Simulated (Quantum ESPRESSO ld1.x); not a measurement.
La4+, 53 electrons, occupied as [Kr] 4d9 5s2 5p6 (not the ground configuration). All-electron calculation, Dirac Kohn-Sham, LDA (Slater exchange, VWN5 correlation), spin-unpolarised, spherical densities, point nucleus; open shells fill j = l - 1/2 first. Program: ld1.x of Quantum ESPRESSO 7.5.

Unscreened Slater integrals over Kohn-Sham orbitals (hartree). Large and small components are both included.

integral,value
"F0(5p3/2,5p3/2)",0.53279
"F2(5p3/2,5p3/2)",0.28924
"F0(5p3/2,5p1/2)",0.54264
"G2(5p3/2,5p1/2)",0.29273
"F0(5p3/2,5s1/2)",0.56463
"G1(5p3/2,5s1/2)",0.37814
"F0(5p3/2,4d5/2)",0.65976
"F2(5p3/2,4d5/2)",0.19841
"G1(5p3/2,4d5/2)",0.057106
"G3(5p3/2,4d5/2)",0.056175
"F0(5p1/2,5p1/2)",0.55331
"F0(5p1/2,5s1/2)",0.57717
"G1(5p1/2,5s1/2)",0.39684
"F0(5p1/2,4d5/2)",0.68175
"G3(5p1/2,4d5/2)",0.062715
"F0(5s1/2,5s1/2)",0.60541
"F0(5s1/2,4d5/2)",0.73452
"G2(5s1/2,4d5/2)",0.085560
"F0(4d5/2,4d5/2)",1.1852
"F2(4d5/2,4d5/2)",0.60375
"F4(4d5/2,4d5/2)",0.40416
